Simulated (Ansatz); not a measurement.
cis-Sn(H2O)2Cl4 (SnCl₄O₂H₄). Charge 0, multiplicity 1. Geometry r2SCAN-D4/def2-SVP; atoms count from 1.

```xyz
11

Cl    2.028   -0.147   -2.043
Cl    2.233   -0.546    1.740
Cl   -0.179   -2.334   -0.220
Cl    0.592    2.263    0.187
O    -0.895    0.087    1.598
O    -1.092    0.232   -1.452
Sn    0.742   -0.123   -0.053
H    -0.824    1.038    1.807
H    -0.535   -0.382    2.372
H    -1.347   -0.687   -1.662
H    -0.722    0.600   -2.273
```

In the def2 sets Sn takes a core potential; there is no spin–orbit coupling.

Estimate the Mulliken populations from the PBE0/def2-TZVP orbitals of Ansatz.


```
atom  charge (e)
 Cl1       -0.34
 Cl2       -0.34
 Cl3       -0.36
 Cl4       -0.36
  O5       -0.53
  O6       -0.53
 Sn7        0.98
  H8        0.36
  H9        0.37
 H10        0.37
 H11        0.37
```
Mulliken values and Mayer orders depend strongly on the basis.

And the Mayer bond orders between bonded heavy atoms (over 0.3)?

Cl1–Sn7 0.94 (2.37 Å); Cl2–Sn7 0.94 (2.37 Å); Cl3–Sn7 0.91 (2.40 Å); Cl4–Sn7 0.90 (2.40 Å); O5–Sn7 0.36 (2.33 Å); O6–Sn7 0.35 (2.33 Å).
